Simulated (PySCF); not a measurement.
**How methods differ on the ionisation energy of Zn**

Zn [Ar] 3d10 4s2 (1S) → Zn⁺ [Ar] 3d10 4s1 (2S), as a difference of total energies. All numbers are calculated (PySCF 2.14, scalar relativity through the core potential, in aug-cc-pVTZ-PP with ECP10MDF). Correlated levels: valence: 3s2 3p6 frozen. The calculations carry no spin-orbit coupling.

| method | ionisation energy (eV) |
| --- | --- |
| UHF | 7.796 |
| MP2 (valence) | 9.181 |
| SCS-MP2 (valence) | 9.194 |
| CCSD (valence) | 9.197 |
| CCSD(T) (valence) | 9.334 |

Question: How much does correlation contribute at CCSD(T) (valence)?

Answer: 9.334 − (7.796) = 1.538 eV, measured against UHF.

Errors of the correlated levels include the incompleteness of this basis and the frozen core.

For comparison: 9.394 eV (measured; NIST Atomic Spectra Database, ionization energies).
